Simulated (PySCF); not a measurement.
**Working out the ionisation energy of Cd(2+)**

Cd(2+) [Kr] 4d10 (1S) → Cd(3+) [Kr] 4d9 (2D). Calculation: PySCF 2.14, in x2c-TZVPall; the spin-free X2C one-electron Hamiltonian (Gaussian nucleus). Frozen: [Kr]. Energies in hartree (1 hartree = 27.21139 eV):

```csv
part,Cd(2+) (lower),Cd(3+) (upper)
UHF,-5590.471775,-5589.150959
MP2 opposite-spin,-0.169998,-0.135535
MP2 same-spin,-0.100325,-0.080760
```

Q: What does Hartree-Fock give?

A: (-5589.150959) − (-5590.471775) = 1.320816 hartree = 35.941 eV.

Q: What do MP2 and SCS-MP2 (6/5 opposite-spin, 1/3 same-spin) give?

A: The opposite-spin parts differ by 0.938 eV and the same-spin parts by 0.532 eV. MP2: 35.941 + (0.938) + (0.532) = 37.411 eV. SCS-MP2: 35.941 + 1.2 × (0.938) + (0.532)/3 = 37.244 eV.

Reference: 37.468 ± 0.006 eV (measured; NIST Atomic Spectra Database, ionization energies), between the lowest levels; spin-orbit coupling is absent from the calculation.

What remains against the reference includes basis incompleteness, the frozen core and correlation beyond second order.
